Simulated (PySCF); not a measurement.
Job file and geometry (Å, from GFN2-xTB) of an NMR shielding run on SMILES FC1=CBNCC1, C4H7BFN, GIAO PBE0/pcSseg-1 NMR shielding, non-relativistic, gas phase in PySCF 2.14.0, density-fitted response routines; density fitting, a coarse starting grid and PySCF grid level 2 are the driver's defaults:

```
$ OMP_NUM_THREADS=1 python probes_run.py task.json out

{"job": {"kind": "nmr", "xc": "PBE0", "basis": "pcSseg-1"}, "charge": 0, "multiplicity": 1}
F      1.858697    -1.734758     0.986302
C      1.074545    -0.784236     0.408735
C      1.561042     0.377777    -0.000744
B      0.582573     1.361234    -0.705960
N     -0.764177     1.077147    -0.565379
C     -1.283935    -0.004883     0.253154
C     -0.349686    -1.215534     0.236616
H      2.610803     0.582609     0.148716
H      0.928556     2.283064    -1.337255
H     -1.482970     1.672845    -0.945490
H     -1.400628     0.346665     1.289265
H     -2.271287    -0.304051    -0.111214
H     -0.623183    -1.907020     1.035698
H     -0.441027    -1.751331    -0.714613
```

Q: What does the program print?

A: 
```
coarse grid: 11920 points
cycle   1  E = -335.5751729598  dE =  9.962e-01  |g| = 5.880e-01  |ddm| = 3.315e+00
cycle   2  E = -335.5103472927  dE =  6.483e-02  |g| = 8.149e-01  |ddm| = 1.025e+00
cycle   3  E = -335.6477454098  dE = -1.374e-01  |g| = 1.151e-01  |ddm| = 6.329e-01
cycle   4  E = -335.6508351669  dE = -3.090e-03  |g| = 4.148e-02  |ddm| = 1.433e-01
cycle   5  E = -335.6511811098  dE = -3.459e-04  |g| = 1.161e-02  |ddm| = 3.808e-02
cycle   6  E = -335.6512041577  dE = -2.305e-05  |g| = 4.267e-03  |ddm| = 1.202e-02
cycle   7  E = -335.6512080674  dE = -3.910e-06  |g| = 5.324e-04  |ddm| = 3.492e-03
final grid: 116240 points
cycle   8  E = -335.6957699172  dE = -3.798e-05  |g| = 8.121e-03  |ddm| = 2.704e-02
cycle   9  E = -335.6957578953  dE =  1.202e-05  |g| = 1.151e-02  |ddm| = 1.547e-02
cycle  10  E = -335.6957853824  dE = -2.749e-05  |g| = 1.219e-03  |ddm| = 8.874e-03
cycle  11  E = -335.6957856459  dE = -2.636e-07  |g| = 2.406e-04  |ddm| = 1.144e-03
cycle  12  E = -335.6957856555  dE = -9.506e-09  |g| = 6.532e-05  |ddm| = 2.384e-04
cycle  13  E = -335.6957856562  dE = -7.491e-10  |g| = 4.151e-05  |ddm| = 8.875e-05
cycle  14  E = -335.6957856566  dE = -4.155e-10  |g| = 6.411e-06  |ddm| = 3.404e-05
converged SCF energy = -335.6957856566

GIAO shielding tensors (ppm)
atom      isotropic    diamagn.    paramagn.     s11        s22        s33       span
  0 F      230.270     474.595    -244.326    127.870    255.911    307.028    179.158
  1 C        4.806     252.645    -247.840   -101.000     51.073     64.344    165.344
  2 C       80.518     260.411    -179.894    -15.764     84.397    172.919    188.683
  3 B       67.789     194.460    -126.671     33.957     47.529    121.882     87.924
  4 N      151.704     319.576    -167.872     65.071    176.838    213.203    148.132
  5 C      142.188     244.783    -102.594    123.336    137.739    165.491     42.155
  6 C      154.455     251.172     -96.716    144.756    155.350    163.261     18.505
  7 H       26.133      30.385      -4.252     23.921     25.040     29.437      5.517
  8 H       26.812      29.965      -3.153     25.933     26.506     27.998      2.065
  9 H       27.444      30.648      -3.203     21.235     26.462     34.637     13.402
 10 H       27.995      29.672      -1.677     22.788     27.348     33.848     11.059
 11 H       28.486      29.279      -0.793     23.957     27.718     33.782      9.826
 12 H       29.637      29.843      -0.206     25.754     28.445     34.711      8.958
 13 H       28.823      29.864      -1.041     24.999     27.441     34.029      9.030
```

Size and cost of the density-fitted run: 154 basis functions, 34 s wall time on 1 thread of an Arm Neoverse N1, shared host; peak memory 0.72 GiB.
